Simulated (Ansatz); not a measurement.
`[NH]=[Nb]([NH2])([NH2])[OH]` and `[NH]=[Nb]([NH2])([OH])[OH]` differ in one atom or group.

Ansatz, PBE0-D4/def2-TZVP geometries, multiplicity 1. Each molecule was computed in one conformer, which needn't be the lowest.

Elements past krypton have def2 core potentials.

```csv
property,`[NH]=[Nb]([NH2])([NH2])[OH]`
size of the dipole moment (PBE/def2-TZVPP) / D,0.28
size of the dipole moment (ωB97M-V/def2-TZVPP) / D,0.26
HOMO energy (ωB97M-V/def2-TZVPP) / eV,-9.21
HOMO–LUMO gap (PBE0/def2-TZVPP) / eV,6.78
size of the dipole moment (B3LYP/def2-TZVPP) / D,0.29
"ideal-gas entropy at 298 K and 1 bar (rigid rotor, harmonic PBE0-D4/def2-TZVP) / J/(mol·K)",372
```

Problem. Give the same properties after the change, and the shifts. (An estimate is asked.)

Solution. The calculation gave: 
```json
{"property": "size of the dipole moment (PBE/def2-TZVPP) / D", "`[NH]=[Nb]([NH2])([OH])[OH]`": "1.18", "shift": "0.90"}
{"property": "size of the dipole moment (ωB97M-V/def2-TZVPP) / D", "`[NH]=[Nb]([NH2])([OH])[OH]`": "1.25", "shift": "0.99"}
{"property": "HOMO energy (ωB97M-V/def2-TZVPP) / eV", "`[NH]=[Nb]([NH2])([OH])[OH]`": "-9.76", "shift": "-0.55"}
{"property": "HOMO–LUMO gap (PBE0/def2-TZVPP) / eV", "`[NH]=[Nb]([NH2])([OH])[OH]`": "7.11", "shift": "0.33"}
{"property": "size of the dipole moment (B3LYP/def2-TZVPP) / D", "`[NH]=[Nb]([NH2])([OH])[OH]`": "1.25", "shift": "0.96"}
{"property": "ideal-gas entropy at 298 K and 1 bar (rigid rotor, harmonic PBE0-D4/def2-TZVP) / J/(mol·K)", "`[NH]=[Nb]([NH2])([OH])[OH]`": "364", "shift": "-8"}
```

With PBE0 the HOMO falls by 0.50 eV and the LUMO falls by 0.17 eV, so the gap widens by about 0.33 eV. PBE moves the HOMO by -0.45 eV and ωB97M-V by -0.55 eV. The zero-point energy changes by -30.3 kJ/mol with -3 modes. Dipoles are sizes alone; their direction can turn.

B3LYP here is the variant with VWN-RPA as its local correlation; programs differ in this.
